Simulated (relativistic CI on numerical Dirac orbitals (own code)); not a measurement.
**How well does a small relativistic CI reproduce Gd2+?**

Computed by Dirac-Coulomb-Breit CI, orbitals from a KLI potential per configuration, model QED, valence Slater integrals scaled by 0.85, configuration energies shifted to the measured levels that pair with them (semi-empirical) (own radial code, finite nucleus).

Configurations in the expansion (outside the closed core [Xe]): 4f7 5d, 4f8, 4f7 6s, 4f7 6p, 4f7 7s, 4f7 7p, 4f6 6s2, 4f6 7s2. The list is cut by size and lacks configurations that can hold low levels.

```csv
Configuration,Term (tabulated),J,Measured (cm⁻¹),Computed,Error,Purity (%)
4f7 5d,9D°,2,0.0,0,0,97
4f7 5d,9D°,3,279.3,235,-44,96
4f7 5d,9D°,5,1310.1,1075,-235,96
4f7 5d,9D°,6,2282.8,1802,-481,97
4f8,7F,6,2381.2,2352,-29,96
4f8,7F,5,3996.7,3995,-2,97
4f8,7F,4,5015.2,5015,0,96
4f8,7F,3,5790.0,5802,12,95
4f8,7F,2,6334.2,6357,23,95
4f7 6s,9S°,4,9195.0,9195,0,97
4f7 5d,7D°,5,9356.3,11449,2093,95
4f7 5d,7D°,4,9717.7,11614,1896,94
4f7 5d,7D°,1,10387.3,12125,1738,97
4f7 6p,"(7/2,1/2)",3,43020.0,43641,621,85
4f7 6p,"(7/2,1/2)",4,43611.7,44216,604,65
4f7 6p,"(7/2,3/2)",5,47233.9,47218,-16,97
4f7 6p,"(7/2,3/2)",4,48339.1,48348,9,65
4f7 6p,"(7/2,3/2)",3,48859.6,48850,-9,85
4f7 6p,"(7/2,3/2)",2,49194.7,49176,-19,97
```

Measured levels from Martin, Zalubas and Hagan, Atomic Energy Levels: The Rare-Earth Elements, NSRDS-NBS 60 (1978); pairs were made by configuration, J and term (by order where the table uses no LS term), so strongly mixed levels may be paired wrongly.

Mean error by configuration (cm⁻¹): 4f7 5d 828; 4f8 1; 4f7 6s 0; 4f7 6p 198. Over the excited levels the mean absolute error is 435 cm⁻¹ (18 of the 18 excited levels that our extract of the source holds in range could be paired), and the median relative error of those above 1,000 cm⁻¹ is 0.36 %, both after the shifts were fitted to these levels, so that a configuration with one level shows no error. Some levels of the ground configuration have no partner.

Configurations whose levels could be paired with our table of measured levels were shifted onto them, all but the ground configuration, by the median error of their levels; single terms can still be off by 1,000 to 2,000 cm⁻¹ or more, and rates follow the energies as ν³ (E1, M1) or ν⁵ (E2). The others borrow a shift and can be off by several thousand cm⁻¹ or more. The fine structure of a lone outer electron comes out too small, for d and f at times inverted, and misplaced configurations move strength between like terms. 18 of the 18 excited levels that our extract of the measured tables holds in this range could be paired (the sources list more); they are missed by 435 cm⁻¹ on average and 2093 at most, after the shifts were fitted to these levels, and levels without a partner can miss by more. Some levels of the ground configuration have no partner and can miss by 10 % or more.

Shifts applied (cm⁻¹): 4f7 5d 0; 4f8 -16550; 4f7 6s -3068; 4f7 6p -873.
